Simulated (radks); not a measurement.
Effect of the nuclear size on neutral tellurium, [Kr] 4d10 5s2 5p4. All-electron calculation, Dirac Kohn-Sham, LDA (Slater exchange, Perdew-Wang correlation), spin-unpolarised, spherical densities, finite nucleus; open shells fill j = l - 1/2 first; Fermi nuclear charge, rms radius 4.7423 fm. Program: a radial shooting solver on a logarithmic mesh with Libxc functionals. The rms radius is varied about that value; shifts are against it.

[
 {"rms radius (fm)": "4.0499", "total energy shift (eV)": "-1.43", "density at nucleus (e/bohr^3)": "2.33e+05", "1s1/2 shift (meV)": "-600", "2s1/2 shift (meV)": "-69.8", "4p1/2 shift (meV)": "0.216", "5s1/2 shift (meV)": "-0.322", "5p1/2 shift (meV)": "0.037", "5p3/2 shift (meV)": "0.038"},
 {"rms radius (fm)": "4.5431", "total energy shift (eV)": "-0.432", "density at nucleus (e/bohr^3)": "2.286e+05", "1s1/2 shift (meV)": "-181", "2s1/2 shift (meV)": "-21.0", "4p1/2 shift (meV)": "0.065", "5s1/2 shift (meV)": "-0.097", "5p1/2 shift (meV)": "0.011", "5p3/2 shift (meV)": "0.012"},
 {"rms radius (fm)": "4.7423", "total energy shift (eV)": "0", "density at nucleus (e/bohr^3)": "2.27e+05", "1s1/2 shift (meV)": "0.000", "2s1/2 shift (meV)": "0.000", "4p1/2 shift (meV)": "0.000", "5s1/2 shift (meV)": "0.000", "5p1/2 shift (meV)": "0.000", "5p3/2 shift (meV)": "0.000"},
 {"rms radius (fm)": "5.1501", "total energy shift (eV)": "0.932", "density at nucleus (e/bohr^3)": "2.239e+05", "1s1/2 shift (meV)": "390", "2s1/2 shift (meV)": "45.4", "4p1/2 shift (meV)": "-0.140", "5s1/2 shift (meV)": "0.209", "5p1/2 shift (meV)": "-0.024", "5p3/2 shift (meV)": "-0.025"},
 {"rms radius (fm)": "5.6765", "total energy shift (eV)": "2.23", "density at nucleus (e/bohr^3)": "2.203e+05", "1s1/2 shift (meV)": "934", "2s1/2 shift (meV)": "109", "4p1/2 shift (meV)": "-0.335", "5s1/2 shift (meV)": "0.500", "5p1/2 shift (meV)": "-0.057", "5p3/2 shift (meV)": "-0.060"}
]

Slopes of the eigenvalues against <r^2> in GHz/fm^2, as finite differences over the two radii next to the reference (eigenvalue slopes, not the field-shift constants of lines): 1s1/2 23500, 2s1/2 2730, 4p1/2 -8.43, 5s1/2 12.6, 5p1/2 -1.43, 5p3/2 -1.50.
